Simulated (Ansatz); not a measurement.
A structure relaxed at r2SCAN-D4/def2-SVP in Ansatz, charge 0, singlet:

```xyz
9

K     0.746   -4.281    1.222
K    -0.708   -0.055    2.105
K    -1.426    0.600   -1.584
K     0.063   -3.530   -2.775
K     2.265   -0.477   -0.511
K     0.228    4.985    0.818
S    -1.456    2.580    0.747
S     0.661    2.143    0.254
S    -0.372   -1.964   -0.275
```

Problem. Give its formula.

Solution. the cluster K₆S₃ (the lowest singlet isomer of a short search).

Problem. Summarise the bond lengths by kind (pairs closer than 1.2 times the sum of covalent radii, bridged metal pairs left out).

Solution. 12 × K–S 2.93 to 3.18 Å; 1 × S–S 2.22 Å.

The restricted singlet is unstable towards broken spin symmetry in Hartree–Fock (as tested in another run); at r2SCAN-D4/def2-SVP this wasn't settled. The structure comes from a short search, and lower isomers may exist.
